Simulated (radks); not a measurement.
The numbers below are computed, except where a source is named.
Problem. Level of theory: scalar-relativistic Kohn-Sham, LB94 model potential, spin-unpolarised, spherical densities, finite nucleus; Fermi nuclear charge, rms radius of each element as measured or else 0.836 A^(1/3) + 0.57 fm (a radial shooting solver on a logarithmic mesh with Libxc functionals). Response by self-consistent Sternheimer equations with the Hartree and adiabatic LDA kernel, the relativistic mass of each level held fixed and spin-orbit coupling left out. For heavy and open-shell atoms this level of theory can miss by tens of per cent. Rank Pb4+, Pb6+, Pb, Pb3+, Pb5+, Pb+, Pb2+ (NIST ground configurations) by static dipole polarisability, largest first.

Solution. Pb 49.19, Pb+ 21.90, Pb2+ 11.90, Pb3+ 7.604, Pb4+ 3.820, Pb5+ 3.035, Pb6+ 2.456 bohr^3.
